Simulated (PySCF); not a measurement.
N-methylmethanimine (C₂H₅N), SMILES C=NC.

The structure is a stationary point at PBE0-D3(BJ)/def2-TZVP.

Two levels are set side by side: PBE/def2-TZVPD (PySCF) and CAM-B3LYP/def2-TZVPD (PySCF). Same geometry, gas phase. Differences are taken from unrounded values.

```json
[
 {"quantity": "orbital gap (eV)", "CAM-B3LYP": "9.61"},
 {"quantity": "highest occupied level (eV)", "CAM-B3LYP": "-8.83"},
 {"quantity": "lowest empty level (eV)", "CAM-B3LYP": "0.78"},
 {"quantity": "dipole moment (D)", "CAM-B3LYP": "1.58"},
 {"quantity": "mean polarisability (bohr³)", "CAM-B3LYP": "35.8"}
]
```

Q: What does PBE give, and how far is it from CAM-B3LYP? (The exact figures need the calculation; the answer reports its results.)

A: 
| quantity | PBE | PBE minus CAM-B3LYP |
|---|---|---|
| orbital gap (eV) | 4.42 | -5.20 |
| highest occupied level (eV) | -5.91 | 2.92 |
| lowest empty level (eV) | -1.49 | -2.28 |
| dipole moment (D) | 1.40 | -0.18 |
| mean polarisability (bohr³) | 37.7 | 1.8 |

Without exact exchange PBE keeps part of each electron's self-repulsion, which lifts occupied levels and narrows the gap. PBE's more diffuse valence density responds more strongly to a field. Differences between two approximate levels are no errors against the true value.

Rough cost on one machine, each run with all the roots and properties that it gave: CAM-B3LYP against PBE within a factor of 2.
